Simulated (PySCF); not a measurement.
Sm(NH2)3 at several levels of theory

Computed with PySCF 2.14.0 (density fitting, no spin-orbit coupling) at the geometry relaxed with PBE0:

```xyz
10
Sm(NH2)3 (singlet in the valence; each metal's 4f electrons, 5 of them, lie in its core potential, out of spins and levels; a saddle point, relaxed within its symmetry)
Sm    0.0000    0.0000    0.0000
N     2.2544    0.0000    0.0000
H     2.8841    0.0000    0.8041
H     2.8841    0.0000   -0.8041
N    -1.1272    1.9523    0.0000
H    -1.4421    2.4977    0.8041
H    -1.4421    2.4977   -0.8041
N    -1.1272   -1.9523    0.0000
H    -1.4420   -2.4977    0.8041
H    -1.4420   -2.4977   -0.8041
```

| level | basis | state | HOMO (eV) | gap (eV) | charge on Sm1 (e) | population of f-type functions on Sm1 (polarisation alone where 4f lies in the core) | dipole about the centre of mass (D) | largest force component (eV/Å) |
| --- | --- | --- | --- | --- | --- | --- | --- | --- |
| PBE0 | Sm lcecp-1-SVP with ECP51, N def2-SVP, H def2-SVP | singlet | -5.42 | 3.75 | 1.07 | 0.07 | 0.00 | 0.00 |
| BP86 | the same | singlet | -4.14 | 1.93 | 0.88 | 0.07 | 0.00 | 0.39 |
| PBE0 | Sm lcecp-1-TZVP with ECP51, N def2-TZVP, H def2-TZVP | singlet | -5.69 | 3.95 | 1.66 | 0.08 | 0.00 | 0.46 |

In the lcecp rows the 4f levels are missing from HOMO and gap, and the state counts the valence alone.

Charges are Mulliken's, which hang on the basis. The relaxation used the grid (50, 194), these runs (75, 302) or, all-electron (x2c bases, spin-free X2C Hamiltonian), (99, 590).

Question: What does TPSS with Sm lcecp-1-SVP with ECP51, N def2-SVP, H def2-SVP give here?

Answer: state singlet, HOMO (eV) -4.10, gap (eV) 1.91, charge on Sm1 (e) 0.98, population of f-type functions on Sm1 (polarisation alone where 4f lies in the core) 0.07, dipole about the centre of mass (D) 0.00, largest force component (eV/Å) 0.26. Time: 15 s on 2 threads of Intel(R) Xeon(R) Platinum 8259CL CPU @ 2.50GHz (Skylake/Cascade Lake) (shared host), from an already converged density.

In the first row's basis the gap widens with exact exchange: 1.9 eV for TPSS, BP86 (none); 3.7 eV for PBE0 (a fixed share).

An lcecp potential fixes the number of 4f electrons, so in runs with it no electron can move into or out of that shell.
